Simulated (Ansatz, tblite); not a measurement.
Cost and result up the ladder for BMe2(NH2) (C2H8BN) (12 atoms). Charge 0, multiplicity 1. Geometry: PBE0-D4/def2-SVP.

```xyz
12

B    -0.086    0.176   -0.005
C     1.494    0.073   -0.019
H     2.012    1.046   -0.035
H     1.831   -0.501   -0.900
H     1.855   -0.489    0.860
C    -0.974   -1.134    0.061
H    -2.060   -0.947    0.046
H    -0.743   -1.707    0.976
H    -0.735   -1.806   -0.781
N    -0.702    1.432   -0.055
H    -0.185    2.301   -0.093
H    -1.706    1.557   -0.054
```

Ansatz on 4 threads of Arm Neoverse V1 on a shared host; xTB runs through tblite on one thread. Times are rough, summed over both states, and most runs start from the orbitals of an earlier one. PBE0-D4/def2-TZVP serves as the yardstick here, not as an exact answer. The other state is a triplet.

The xTB rows come from tblite. HOMO above LUMO, or a gap near zero within one spin, warns that the state may not be the lowest or that an electron is smeared out.

xTB has no spin-polarisation term.

| level | functions | wall time | vertical triplet (eV) | difference from PBE0-D4/def2-TZVP (eV) | remarks |
| --- | --- | --- | --- | --- | --- |
| GFN2-xTB | 24 | 0.007 s | 6.67 | -0.10 | – |
| GFN1-xTB | 32 | 0.012 s | 6.75 | -0.01 | – |
| PBE-D4/def2-TZVP (with forces) | 172 | 7.5 s | 6.53 | -0.24 | gap within one spin near zero (triplet) |
| r2SCAN-D4/def2-TZVP | 172 | 9.4 s | 6.62 | -0.15 | – |
| PBE0-D4/def2-TZVP | 172 | 11 s | 6.77 | 0.00 | – |
